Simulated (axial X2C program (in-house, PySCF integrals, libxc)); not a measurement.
MnAs: bond constants with and without spin–orbit coupling

Calculated with an axial X2C code built on PySCF integrals. Spin-free means the one-electron spin-free X2C Hamiltonian; two-component (2c) means X2C with spin–orbit coupling and atomic mean-field two-electron Coulomb and Gaunt terms, so the difference of the two also holds small scalar two-electron terms. Basis: As dyall-cv3z [9s9p6d4f1g], Mn dyall-cv3z [9s10p6d3f2g] (cores contracted in-house); Gaussian nuclei, density fitting, unrestricted open shells. Masses: As 74.922 u, Mn 54.938 u.

State, spin-free: M_S = 2, Λ = 1 (beyond evenly filled blocks: σα, π+α, δ+α, δ-α); electrons by block: σα: 14, σβ: 13, π+α: 7, π+β: 6, π-α: 6, π-β: 6, δ+α: 2, δ+β: 1, δ-α: 2, δ-β: 1. Fragments: As + Mn.

State, 2c: Ω = 1 (⟨Sz⟩ = 2.00, ⟨Lz⟩ = -1.00 at PBE0); electrons by block: 1/2: 20, -1/2: 20, 3/2: 7, -3/2: 8, 5/2: 2, -5/2: 1. Fragments: As + Mn.

| Hamiltonian | level | Re (Å) | ωe (cm⁻¹) | Be (cm⁻¹) | De (eV) | D0 (eV) | k (mdyn/Å) | μ (D) |
| --- | --- | --- | --- | --- | --- | --- | --- | --- |
| spin-free | PBE0 | 2.269 | 304.9 | 0.1033 | 1.22 | 1.21 | 1.74 | 4.33 |
| spin-free | HF | 2.523 | 232.1 | 0.08358 | -0.355 | -0.370 | 1.01 | 4.15 |
| spin-free | CCSD | 2.366 | 267.0 | 0.09504 | 0.269 | 0.253 | 1.33 | n/a |
| spin-free | CCSD(T) | 2.352 | 270.7 | 0.09615 | 0.370 | 0.353 | 1.37 | n/a |
| spin-free | PBE | 2.202 | 330.5 | 0.1097 | 2.08 | 2.06 | 2.04 | 3.50 |
| 2c | PBE0 | 2.271 | 303.7 | 0.1032 | 1.28 | 1.27 | 1.72 | 4.32 |
| 2c | HF | 2.525 | 231.5 | 0.0834 | -0.295 | -0.309 | 1 | 4.21 |
| 2c | CCSD | 2.368 | 265.1 | 0.09482 | 0.324 | 0.308 | 1.31 | n/a |
| 2c | CCSD(T) | 2.354 | 268.9 | 0.09595 | 0.423 | 0.406 | 1.35 | n/a |
| 2c | PBE | 2.204 | 329.4 | 0.1095 | 2.14 | 2.12 | 2.03 | 3.50 |

Correlated methods: 12 electrons correlated (number of frozen shells: As 3 s, 2 p, 1 d; Mn 3 s, 2 p), 296 virtual spin orbitals or spinors in MP2, 90 natural virtuals in coupled cluster.

Dipoles are positive if Mn is the positive end.

The state is a single determinant with fixed occupations, the lowest that a limited PBE0 search found. De is counted from the lowest determinant-based energies of the atoms at the same level, without counterpoise correction. Density functionals use the spin component along the axis (collinear). CCSD and (T) use frozen natural virtuals with an MP2 correction for the truncation; (T) itself is uncorrected, so its De runs slightly low. PBE0 can misorder states that lie within some tenths of an eV, so this need not be the ground state of the molecule. The nearest other spin-free determinant of the search, M_S = 2, Λ = 0, lies 0.32 eV up at the distance of the search. The functionals have no current-density term, which raises determinants with orbital currents, atoms included. With several unpaired electrons one determinant need not be a pure state. Open-shell Ω = 0 determinants with evenly filled partner blocks cannot be reached by this program, so the Ω shown need not be the lowest component. Some points did not converge and are left out. The determinant is spin-polarised beyond a pure state at some levels (its spin-free form has ⟨S²⟩ too high), which makes Re and μ there less reliable. The T1 diagnostic is large, a sign of multireference character.

No reliable constants came from MP2 (2c), MP2 (spin-free): no minimum in range, unconverged points, a curve that is not smooth, a change of character along it, or the two Hamiltonians disagreeing along it.

Rough cost a point (2c) on 1 thread(s) of a shared host, integrals apart: PBE0 0.8 s, HF 0.6 s, CCSD(T) 7 s, PBE 1 s.
